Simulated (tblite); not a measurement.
C8H13OP.
Geometry (GFN2-xTB, Å), atoms numbered from 1 in this order:
```xyz
23
C8H13OP angstrom
C      0.1668    2.9620    1.2467
C      0.3673    1.6561    1.2392
P     -0.1391    0.6981   -0.2159
O     -0.6868    1.4977   -1.3153
C      1.3428   -0.1916   -0.6136
C      2.3632   -0.7355   -0.9511
C      3.5807   -1.4089   -1.3344
C     -1.2827   -0.6169    0.4122
C     -1.5644   -1.5628   -0.7453
C     -2.5447    0.0775    0.9015
H     -0.3011    3.4321    0.3955
H      0.4507    3.5993    2.0695
H      0.8364    1.1265    2.0558
H      3.3733   -2.4545   -1.5605
H      4.3072   -1.3571   -0.5238
H      4.0010   -0.9322   -2.2192
H     -0.7978   -1.1549    1.2322
H     -2.2830   -2.3289   -0.4571
H     -0.6457   -2.0471   -1.0749
H     -1.9716   -0.9984   -1.5831
H     -2.9691    0.6692    0.0914
H     -2.3211    0.7470    1.7319
H     -3.2870   -0.6497    1.2282
```

Level: GFN2-xTB in tblite, geometry and Hessian alike; calculated harmonic values, unscaled, isolated species. Errors from tens to a few hundred cm⁻¹ against measured bands are possible. One conformer, not necessarily the lowest. The optimisation stopped once no atom felt more than 0.01 eV/Å.

Lowest wavenumbers of the output (negative numbers stand for imaginary wavenumbers):
```
mode    cm-1
  1     -34.3
  2      47.9
  3      52.6
  4      69.7
  5      83.0
  6     148.2
  7     180.7
  8     193.0
  9     203.4
 10     221.1
```

Q: Is this structure a minimum?

A: Not by this Hessian. 1 mode is imaginary beyond 20i (34i cm⁻¹), so at this level the point lies at or near a first-order saddle. The curvature is small, so loose convergence or finite differences may be the whole cause.

Q: Which atoms move in the imaginary mode?

A: 34i: H16 (methyl hydrogen) 33 %, H14 (methyl hydrogen) 33 %, H15 (methyl hydrogen) 33 %. These are shares of the mass-weighted motion.

Q: What is the remedy?

A: Step along that mode in both directions, optimise again with tighter thresholds and repeat the frequencies. The zero-point energy of this point (116.3 kcal/mol) counts the 62 real modes alone, and thermal corrections from it aren't those of a minimum.

The run took 0.95 s on Arm Neoverse V2, one thread, on a shared host. The figure is for the frequency step alone.
